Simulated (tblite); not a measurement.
Species: C₇H₁₄SSi.
Atom-mapped SMILES: `[CH2:1]=[CH:2][Si@@H:3]1[CH2:4][C@@H:5]1[S:6][CH:7]([CH3:8])[CH3:9]` (hydrogens: H10, H11 on C1; H12 on C2; H13 on Si3; H14, H15 on C4; H16 on C5; H17 on C7; H18, H19, H20 on C8; H21, H22, H23 on C9)

Structure used (GFN2-xTB), in Å, numbered top down from 1:
```xyz
23
C7H14SSi angstrom
C      4.4621    0.1791   -0.9320
C      3.1856   -0.1060   -0.7177
Si     2.1416    0.6514    0.6253
C      0.7802   -0.4115    1.3862
C      0.2569    0.6202    0.3860
S     -0.4288    0.0272   -1.1621
C     -2.2012   -0.2906   -0.7613
C     -2.9414    1.0094   -0.4937
C     -2.3452   -1.2864    0.3756
H      5.0292   -0.2775   -1.7280
H      4.9985    0.8846   -0.3186
H      2.6886   -0.8161   -1.3681
H      2.6590    1.7437    1.4335
H      0.4664   -0.2713    2.4122
H      0.6864   -1.4429    1.0760
H     -0.3359    1.4292    0.7918
H     -2.5630   -0.7354   -1.6929
H     -2.6048    1.4614    0.4377
H     -2.7728    1.7159   -1.3034
H     -4.0102    0.8186   -0.4119
H     -3.3941   -1.5472    0.5089
H     -1.9751   -0.8611    1.3059
H     -1.7866   -2.1947    0.1606
```

Method: GFN2-xTB as coded in tblite; computed harmonic values from a numerical Hessian at the method's own geometry, unscaled. This tight-binding method is rough: wavenumbers can miss measured ones by several per cent, in bad cases by 10 to 20. Modes of hydrogen on silicon can be 10 to 20 % off. One conformer, not necessarily the lowest.

Harmonic wavenumbers (cm⁻¹): 28.5, 55.0, 64.6, 88.4, 131.0, 140.6, 199.9, 206.3, 236.4, 271.8, 319.6, 329.4, 347.1, 445.2, 465.5, 517.5, 577.6, 618.6, 647.7, 677.6, 716.4, 762.2, 790.4, 905.6, 908.1, 928.8, 943.5, 975.8, 1011.6, 1013.2, 1028.9, 1043.7, 1064.9, 1090.5, 1143.6, 1166.9, 1199.0, 1243.3, 1259.7, 1299.9, 1401.5, 1413.5, 1418.7, 1424.7, 1488.3, 1492.1, 1498.0, 1501.9, 1654.1, 2330.8, 2945.7, 3011.6, 3015.8, 3019.5, 3025.4, 3033.2, 3035.5, 3037.5, 3039.3, 3045.8, 3070.2, 3084.3, 3105.8.

A = 2606, B = 557.6, C = 526.7 MHz; mass 158.059 u (most abundant isotopes); point group C1, symmetry number 1.

Problem. What is the zero-point energy?

Solution. ½Σν̃ = 40979 cm⁻¹ = 117.16 kcal/mol.

Problem. Entropy at 273.15 K, 1 bar (ideal gas, RRHO, classical rotation)?

Solution. Translation 40.67, rotation 30.16, vibration 38.30: S = 109.1 cal/(mol K).

Problem. And Cp and H(273.15 K) − H(0)?

Solution. Cp = 44.79 cal/(mol K), of which vibrations give 36.84 (their classical limit is 63 R = 125.2); H(273.15 K) − H(0) = 7.48 kcal/mol without the zero-point energy, 5.31 from vibrations.

Problem. Blend soft modes into free rotors: weight 1/[1 + (100 cm⁻¹/ν̃)⁴] for the oscillator and the rest for a rotor with moment μB/(μ + B), μ = h/(8π²ν), B = 10⁻⁴⁴ kg m². What vibrational entropy results?

Solution. 34.31 cal/(mol K) in place of 38.30, which changes −T·S at 273.15 K by +1.09 kcal/mol.

Problem. What must be added to the electronic energy to get the Gibbs energy at 273.15 K and 1 bar?

Solution. ZPE + [H(273.15 K) − H(0)] − T·S = 117.16 + 7.48 − 29.81 = 94.83 kcal/mol.

Hindered rotation and anharmonicity are outside this model. Other conformers, if any are populated, would add a mixing term that is left out. The structure is chiral; the term R ln 2 for an equal mix with its mirror image is left out.
